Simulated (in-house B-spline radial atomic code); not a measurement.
Values are calculated unless marked as measured or tabulated.
## In in an electron gas of r_s = 3.6: phase shifts, screening and friction

A nucleus sits in a uniform electron gas with a rigid positive background. The Kohn-Sham equations are solved self-consistently in the spin-unpolarised LDA (PW92), non-relativistic, on B-splines with outgoing waves at the boundary and partial waves to l = 8. The model has no lattice, no bands and no magnetic solution. Atomic units; δ_l are the phase shifts at the Fermi level, counted so that each bound state adds π, and good to about 0.0005.

The density parameter is r_s = 3.6 bohr.

| l | δ_l (rad) |
| --- | --- |
| 0 | 13.7379 |
| 1 | 10.5531 |
| 2 | 6.3067 |
| 3 | 0.0050 |
| 4 | 0.0007 |
| 5 | 0.0000 |
| 6 | 0.0001 |
| 7 | 0.0000 |
| 8 | 0.0001 |

Bound levels below the band bottom (hartree): d -15.87, s -3.794, p -2.527, d -0.4625, s -0.06487 and deeper ones.

**Question.** Check the Friedel sum rule, and say where the screening charge sits.

**Answer.** k_F = (9π/4)^(1/3)/r_s = 0.53310. The rule is Z = (2/π) Σ (2l + 1) δ_l. The terms are s 8.746, p 20.155, d 20.075, f 0.022 and 0.006 beyond, in all 49.004 against Z = 49. Bound states hold 10 s, 18 p, 20 d electrons, so the scattering states carry 1.00 in all; where a term is smaller than its bound count, the bound level has drawn weight out of the band.

**Question.** Find the transport cross section and the electronic stopping of a 10 keV In ion (mass 114.82 u).

**Answer.** σ_tr = (4π/k_F²) Σ (l + 1) sin²(δ_l − δ_(l+1)). The terms for l = 0 to 3 are 0.0019, 1.5962, 0.0010, 0.0001, all together 1.5992, so σ_tr = 44.217 × 1.5992 = 70.713 bohr². With n = 3/(4π r_s³) = 0.005117, the friction coefficient is Q = n k_F σ_tr = 0.1929. For v well below v_F = 0.533, dE/dx = Q v; with 24801 eV per u at v = 1, v = √(10000/(24801 × 114.82)) = 0.0593, so dE/dx = 0.01143 hartree/bohr = 5.88 eV/nm. The largest term couples the p and d waves.
